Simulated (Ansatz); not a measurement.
`C[O][AlH][NH2]`, charge 0, multiplicity 1.

(1) Give a relaxed structure at PBE0-D4/def2-TZVP (Ansatz). (Estimate.)

Answers

(1) Ansatz gave: 
```xyz
10

C     1.0930   -1.3124   -0.9789
O     0.1278   -0.7143   -0.1692
Al   -0.2337    0.8740    0.2703
N    -1.6013    1.1213    1.3513
H     0.6150   -1.8677   -1.7935
H     1.7810   -0.5837   -1.4278
H     1.6904   -2.0223   -0.3961
H     0.6184    2.0922   -0.2624
H    -1.9073    2.0221    1.6797
H    -2.1833    0.3908    1.7267
```
Point group Cs.
This is one stationary point; other conformers may exist.
